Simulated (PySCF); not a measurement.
## Identify the compound

Molecular formula: C₂F₆. Simulated spectra:

$^{13}$C{$^{1}$H} NMR (computed): δ 131.2 (C, m).

Averaged over atoms made equivalent by symmetry, fast rotation or ring inversion, non-relativistic Hamiltonian, in vacuum, one computed conformer. Coordinates at the PBE0-D3(BJ)/def2-SVP level; GIAO PBE/pcSseg-2 shieldings; couplings computed with B3LYP/pcJ-1; PySCF 2.14.

Scale: TMS for $^{13}$C (reference shieldings calculated alike).

**Question.** What is the structure?

**Answer.** 
- The formula gives 0 degrees of unsaturation.
- 1 carbon signal for 2 carbons: some carbons are equivalent by symmetry or fast rotation.
- Carbon types of the structure: 2 × C.
- δC 131.2: CF3 carbon; 3 electronegative neighbours deshield it.

The compound is hexafluoroethane.

The data come from this structure; uniqueness wasn't tested.

Common functionals overestimate the size of one-bond C–F couplings by tens of Hz; these are unscaled. Shifts are as computed, not scaled to solution data. Of 1211 compounds with measured shifts, 218 miss one by over three times the rms of a fit or turn the order of signals round; such compounds aren't used in these exercises.
